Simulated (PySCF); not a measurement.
C₃H₉ClSi, SMILES C[C@H](Cl)C[SiH3]. Atoms are numbered in the order given.

```xyz
14

C      0.9214    -1.1797     0.9010
C      0.5868    -0.1999    -0.2123
Cl     1.9654     1.0044    -0.3643
C     -0.7201     0.5580    -0.0191
Si    -2.2898    -0.5126    -0.0159
H      0.1573    -1.9727     0.9556
H      0.9545    -0.6653     1.8738
H      1.8971    -1.6538     0.7255
H      0.5829    -0.7174    -1.1826
H     -0.6812     1.1320     0.9228
H     -0.8352     1.2977    -0.8282
H     -2.3815    -1.3544     1.2120
H     -3.4838     0.3787    -0.0747
H     -2.2941    -1.4136    -1.2069
```

Coordinates come from a B3LYP-D3(BJ)/def2-SVP optimisation. The structure was generated by enumeration; whether it is a known compound was not checked. The values are those of a single conformer.

Method: B3LYP-D3(BJ)/def2-SVP in PySCF 2.14.0.

Frequencies are harmonic and unscaled.

### Question
List the normal modes with their intensities. (The exact figures need the calculation; the answer reports its results.)

### Answer

```csv
mode,ν (cm⁻¹),IR (km/mol),Raman (Å⁴/amu),depolarisation,moving atoms (share of kinetic energy)
1,73,1.0,0.1,0.70,"H 49 %, C 32 %, Si 11 %, Cl 8 %"
2,136,0.8,0.2,0.61,"H 68 %, C 24 %"
3,179,1.5,0.5,0.72,"C 40 %, H 35 %, Si 17 %"
4,259,1.6,1.5,0.40,"H 71 %, C 10 %, Cl 10 %, Si 9 %"
5,280,5.0,3.7,0.38,"H 31 %, Cl 31 %, Si 26 %, C 11 %"
6,345,3.9,2.4,0.39,"C 37 %, H 34 %, Cl 28 %"
7,411,2.6,2.1,0.17,"C 49 %, H 44 %"
8,530,8.5,3.4,0.74,H 92 %
9,586,20.0,12.7,0.40,"H 66 %, C 20 %, Si 9 %"
10,655,23.7,3.5,0.55,"C 58 %, H 19 %, Cl 14 %, Si 9 %"
11,754,30.5,21.1,0.27,"C 49 %, H 38 %, Si 12 %"
12,832,39.2,4.6,0.75,"H 63 %, C 32 %"
13,902,43.4,4.6,0.75,"C 51 %, H 47 %"
14,935,213.5,12.3,0.75,"H 90 %, Si 8 %"
15,952,50.6,23.0,0.75,H 97 %
16,962,48.5,21.3,0.75,H 97 %
17,1021,7.1,5.2,0.69,"H 71 %, C 29 %"
18,1033,19.8,1.6,0.73,"H 67 %, C 32 %"
19,1142,15.1,5.0,0.64,"C 59 %, H 41 %"
20,1178,3.3,3.5,0.24,"H 77 %, C 22 %"
21,1229,22.5,7.2,0.51,"H 66 %, C 34 %"
22,1276,32.1,12.4,0.58,"H 79 %, C 20 %"
23,1361,5.7,2.1,0.72,"H 73 %, C 27 %"
24,1403,10.9,2.9,0.69,"H 73 %, C 27 %"
25,1433,3.6,11.5,0.75,"H 91 %, C 9 %"
26,1457,4.9,11.9,0.75,H 96 %
27,1472,5.1,10.3,0.73,H 96 %
28,2215,89.6,128.7,0.15,H 97 %
29,2224,94.9,115.5,0.18,H 97 %
30,2228,120.7,134.5,0.40,H 96 %
31,3034,11.1,102.0,0.01,H 97 %
32,3042,3.2,115.8,0.07,H 95 %
33,3084,2.5,100.6,0.56,"H 92 %, C 8 %"
34,3099,5.3,37.5,0.37,"H 91 %, C 9 %"
35,3117,18.7,44.6,0.74,"H 91 %, C 9 %"
36,3141,12.1,69.3,0.62,"H 90 %, C 10 %"
```
